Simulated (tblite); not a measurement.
Isomers of C6H11FOSi. Level: GFN2-xTB in tblite, geometry and Hessian alike; calculated harmonic values, unscaled, isolated species. Errors from tens to a few hundred cm⁻¹ against measured bands are possible. Modes of hydrogen on silicon can be 10 to 20 % off. One conformer each.

Electronic energies: GFN2-xTB at the same geometries; isomer energies are rough at this level and their order can be wrong.

```tsv
SMILES	electronic energy, lowest = 0 (kJ/mol)
CC(C)[SiH2]/C(F)=C/C=O	241.9
C[Si@@H]1C[C@@]12COC[C@@H]2F	226.5
C=C1CO[C@@H](CF)C[SiH2]1	182.0
C/C=C1\[SiH2][C@@H](OC)[C@H]1F	242.0
CC(C)=C(C=O)C[SiH2]F	0.0
```

How do GFN2-xTB zero-point energies change the relative energies?

| SMILES | ZPE (kJ/mol) | of it from modes above 1550 cm⁻¹ | electronic (kJ/mol) | with ZPE, lowest = 0 (kJ/mol) | lowest mode (cm⁻¹) | rings |
| --- | --- | --- | --- | --- | --- | --- |
| CC(C)=C(C=O)C[SiH2]F | 399.9 | 209.5 | 0.0 | 0.0 | 27 | 0 |
| C=C1CO[C@@H](CF)C[SiH2]1 | 405.1 | 196.5 | 182.0 | 187.3 | 48 | 1 |
| C[Si@@H]1C[C@@]12COC[C@@H]2F | 411.6 | 192.7 | 226.5 | 238.3 | 38 | 2 |
| CC(C)[SiH2]/C(F)=C/C=O | 398.6 | 208.7 | 241.9 | 240.6 | 15 | 0 |
| C/C=C1\[SiH2][C@@H](OC)[C@H]1F | 400.4 | 197.5 | 242.0 | 242.5 | 28 | 1 |

The zero-point energies span 13.0 kJ/mol, from `CC(C)[SiH2]/C(F)=C/C=O` to `C[Si@@H]1C[C@@]12COC[C@@H]2F`. The order is unchanged.

What do entropy and thermal enthalpy add at 298.15 K and 1 bar (rigid rotor, harmonic oscillator, one conformer each)?

| SMILES | point group | symmetry number | S (J/(mol K)) | H − H(0) (kJ/mol) | ZPE + H − H(0) − TS (kJ/mol) |
| --- | --- | --- | --- | --- | --- |
| CC(C)=C(C=O)C[SiH2]F | C1 | 1 | 458.8 | 34.08 | 297.1 |
| C=C1CO[C@@H](CF)C[SiH2]1 | C1 | 1 | 412.4 | 29.06 | 311.2 |
| C[Si@@H]1C[C@@]12COC[C@@H]2F | C1 | 1 | 418.4 | 29.50 | 316.4 |
| C/C=C1\[SiH2][C@@H](OC)[C@H]1F | C1 | 1 | 435.4 | 32.10 | 302.6 |

Not tabulated: `CC(C)[SiH2]/C(F)=C/C=O` (lowest mode only 15 cm⁻¹).
